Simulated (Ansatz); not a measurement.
Reaction R1 + R2 → P1 + P2, each structure at its B3LYP-D3(BJ)/def2-TZVP stationary point, reached from a drawn start (curvature not checked).
R1: Cl atom, charge 0, multiplicity 2.
P1: H atom, charge 0, multiplicity 2.
R2: H2 (SMILES [H][H]), charge 0, multiplicity 1.
P2: HCl (SMILES Cl), charge 0, multiplicity 1.

P less R. No zero-point or thermal terms; singlets are restricted closed shells; open shells are unrestricted; no spin–orbit coupling.

Frozen-core correlation throughout.

The values were computed with Ansatz (Gaussian basis) for Hartree–Fock, density functionals and correlated methods. All values are computed, each at the level named.

Total energies in hartree:

```json
[
 {"structure": "R1", "PBE/def2-TZVPPD": "-459.959361", "CCSD(T)/aug-cc-pV(Q+d)Z": "-459.695891"},
 {"structure": "P1", "PBE/def2-TZVPPD": "-0.499616", "CCSD(T)/aug-cc-pV(Q+d)Z": "-0.499948"},
 {"structure": "R2", "PBE/def2-TZVPPD": "-1.166125", "CCSD(T)/aug-cc-pV(Q+d)Z": "-1.173865"},
 {"structure": "P2", "PBE/def2-TZVPPD": "-460.629111", "CCSD(T)/aug-cc-pV(Q+d)Z": "-460.365810"}
]
```

Q: Work out the reaction energy at each level in kcal/mol (1 hartree = 627.50947 kcal/mol), and say how far PBE/def2-TZVPPD lies from CCSD(T)/aug-cc-pV(Q+d)Z.

A: 
- PBE/def2-TZVPPD: (-0.499616) + (-460.629111) − (-459.959361) − (-1.166125) = -0.003241 hartree = -2.03 kcal/mol
- CCSD(T)/aug-cc-pV(Q+d)Z: (-0.499948) + (-460.365810) − (-459.695891) − (-1.173865) = 0.003998 hartree = 2.51 kcal/mol
PBE/def2-TZVPPD less CCSD(T)/aug-cc-pV(Q+d)Z: -4.54 kcal/mol, and the two differ in sign. CCSD(T)/aug-cc-pV(Q+d)Z is the level counted from, the highest shown, and no exact or measured value.

Ansatz is a first-principles code.
